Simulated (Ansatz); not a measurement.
Geometry optimisation, Ansatz, RKS B3LYP-D4/def2-SVP.

Input file:

```yaml
crystal:
  periodic: [false, false, false]
  atoms:
    - { symbol: Hf, position_ang: [0.0, 0.0, 0.0] }
    - { symbol: Cl, position_ang: [0.0, 0.0, 2.87] }
    - { symbol: F, position_ang: [1.8671, 0.0, -0.6593] }
    - { symbol: O, position_ang: [-0.975, 1.6891, -0.6893] }
    - { symbol: H, position_ang: [-1.9328, 1.4584, -0.9117] }
    - { symbol: O, position_ang: [-0.975, -1.6891, -0.6893] }
    - { symbol: H, position_ang: [-1.4296, -2.1548, 0.0831] }
    - { symbol: O, position_ang: [1.237, -1.8784, 0.7473] }
    - { symbol: H, position_ang: [0.6706, -2.7104, 0.6628] }
    - { symbol: H, position_ang: [0.8649, -1.3134, 2.002] }
basis:
  gaussian: { orbitals: def2-SVP }
hamiltonian:
  xc: b3lyp
  dispersion: d4
relax:
  f_tol: 0.15
  max_steps: 25
  restrain:
    - { distance: [0, 7], at: 3.27, k: 30.0 }
    - { distance: [9, 1], at: 2.57, k: 30.0 }
    - { distance: [0, 1], at: 2.52, k: 30.0 }
    - { distance: [9, 7], at: 1.01, k: 30.0 }
```

Command:

```bash
$ ansatz run input.yaml --threads 4 --pin off --max-ram 5120MiB --backend cpu --events-out ev --progress --plain --runs-dir out
```

Where does it end, and by what steps?

The run converged. The restraints hold the end off the free minimum. After 13 steps the energy has fallen by 3.027 eV (the restraints' own energy left out); H7 moved furthest, 1.08 Å. Parted: Hf1–O8 (2.37 → 3.26 Å). Joined: O8–H10 (1.43 → 0.99 Å).

| step | energy less start (eV) | largest force component (eV/Å) | accepted |
| --- | --- | --- | --- |
| 0 | 0.0000 | 3.578 | yes |
| 1 | -0.6856 | 3.654 | yes |
| 2 | -1.3849 | 4.868 | yes |
| 3 | -2.0341 | 3.497 | yes |
| 4 | -2.5690 | 1.472 | yes |
| 5 | -2.7742 | 0.958 | yes |
| 6 | -2.8274 | 1.515 | yes |
| 7 | -2.8737 | 1.429 | yes |
| 8 | -2.9576 | 1.051 | yes |
| 9 | -2.9944 | 0.936 | yes |
| 10 | -3.0241 | 1.130 | yes |
| 11 | -2.9493 | 1.410 | no |
| 12 | -3.0219 | 0.900 | yes |
| 13 | -3.0273 | 1.075 | yes |

```xyz
10
Properties=species:S:1:pos:R:3
Hf -0.194 0.037 -0.013
Cl -0.011 0.286 2.459
F 1.433 0.240 -1.010
O -1.265 1.525 -0.533
H -1.855 2.207 -0.854
O -1.152 -1.554 -0.510
H -1.762 -2.154 -0.942
O 1.647 -2.289 1.328
H 1.068 -3.065 1.320
H 1.418 -1.831 2.171
```

Run time: 37 s on 4 threads of Arm Neoverse V2 (shared host), peak memory 0.32 GiB.
